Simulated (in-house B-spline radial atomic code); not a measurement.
Configurations of I3+, with energies counted from [Kr] 4d10 5s2 (5p1/2)2. Method: Dirac-Hartree-Fock, average of each configuration as written, Fermi nucleus of rms radius 4.75 fm. Calculated with a radial B-spline atomic code at the basis-set limit. Energies include first-order Breit, QED and recoil terms.

Occupations are held fixed; configurations that lie above the ionisation limit could autoionise.

| configuration | E - E(ref) (eV) | highest orbital | its <r> (bohr) |
| --- | --- | --- | --- |
| [Kr] 4d10 5s2 (5p1/2)1 (5p3/2)1 | 0.73457 | 5p3/2 | 2.157 |
| [Kr] 4d10 5s2 (5p3/2)1 7s1 | 28.361 | 7s1/2 | 6.792 |
| [Kr] 4d10 5s2 (5p3/2)1 (7f7/2)1 | 35.355 | 7f7/2 | 13.98 |
| [Kr] 4d10 5s1 (5p1/2)1 (5p3/2)1 (7f7/2)1 | 46.21 | 7f7/2 | 13.88 |
| [Kr] 4d10 5s1 (5p1/2)1 (5p3/2)1 (9d5/2)1 | 47.248 | 9d5/2 | 18.79 |
| [Ar] 3d10 4s2 (4p1/2)1 (4p3/2)4 4d10 5s2 (5p3/2)2 (7d5/2)1 | 181.61 | 7d5/2 | 9.278 |
| [Ar] 3d10 4s2 (4p1/2)1 (4p3/2)4 4d10 5s2 (5p3/2)2 (9g9/2)1 | 187.17 | 9g9/2 | 27.68 |
| [Ar] (3d3/2)4 (3d5/2)5 4s2 4p6 4d10 5s2 (5p1/2)1 (5p3/2)1 (6g7/2)1 | 657.47 | 6g7/2 | 10.9 |

Task: Order these further configurations by energy, lowest first.
A. [Ar] (3d3/2)3 (3d5/2)6 4s2 4p6 4d10 5s2 (5p1/2)1 (5p3/2)1 6s1
B. [Kr] (4d3/2)4 (4d5/2)5 5s2 (5p3/2)2 8s1
C. [Kr] (4d3/2)3 (4d5/2)6 5s2 (5p1/2)2 6s1
D. [Kr] 4d10 5s2 (5p1/2)1 (8g9/2)1
E. [Kr] 4d10 5s2 (5p3/2)2

Result: E (2.3099 eV), D (35.627 eV), C (70.612 eV), B (85.419 eV), A (653.1 eV).

Task: How far above the reference does [Kr] 4d10 5s1 (5p1/2)2 (8g7/2)1 lie?

Result: 47.183 eV; its least bound orbital is 8g7/2 with <r> = 21.34 bohr.

Task: How far above the reference does [Ar] (3d3/2)4 (3d5/2)5 4s2 4p6 4d10 5s2 (5p1/2)2 (5g7/2)1 lie?

Result: 653.79 eV; its least bound orbital is 5g7/2 with <r> = 6.81 bohr.

Task: How far above the reference does [Ar] (3d3/2)4 (3d5/2)5 4s2 4p6 4d10 5s2 (5p1/2)2 (9g9/2)1 lie?

Result: 659.84 eV; its least bound orbital is 9g9/2 with <r> = 27.72 bohr.
